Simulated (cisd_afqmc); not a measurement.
Input (AFQMC/CISD/cc-pVDZ; cisd_afqmc is a phaseless AFQMC code with CISD trial states that reads the integrals written by Ansatz):

Ansatz 0.2 input:
```python
import cisd_afqmc

open("ham.yaml", "w").write("""\
crystal:
  periodic: [false, false, false]
  atoms:
    - {symbol: Ga, position_ang: [0.00000000, 0.00000000, 0.00000000]}
    - {symbol: H, position_ang: [0.00000000, 0.00000000, 1.52926202]}
    - {symbol: H, position_ang: [-0.00000000, -0.00000000, -1.52926202]}
basis:
  gaussian:
    orbitals: cc-pVDZ
total_charge: 1
magnetization: {spin_polarized: false}
correlation: {method: ccsd, electrons: outside_noble_gas, hamiltonian_folder: ham}
""")
rep = cisd_afqmc.ansatz("ham.yaml")
e_ccsd = rep["correlation"]["coupled_cluster"]["energy"]["hartree"]
out = cisd_afqmc.run("ham", e_ccsd, trial="CISD", walkers=200, populations=8, threads=8, dt=0.005, steps=40, early=24, settle=10, least=32,
    cut=5e-5, rank_cut=2e-4, target=0.0004, seconds=1500, seed=1, memory=17280, gpu=False)
```

Output:

```
orbitals 23, occupied [2], factors 118 of 408, rank of the doubles 22 of 42
E(HF) = -1924.086375
E(CCSD) on the cut factors = -1924.152040, shift to the whole factors -0.000011
Energy of the trial state on the determinant = -1924.151983
  tau behind 7.2 of longer steps, mean of the populations' last blocks
   2.0  -1924.15295
   4.0  -1924.15295
   6.0  -1924.15277
   8.0  -1924.15290
blocks 290 (0 outliers left out), error by blocks joined: 1: 0.00002, 2: 0.00002, 4: 0.00002, 8: 0.00003, 16: 0.00003
E(AFQMC/CISD) = -1924.15288 +/- 0.00003
```
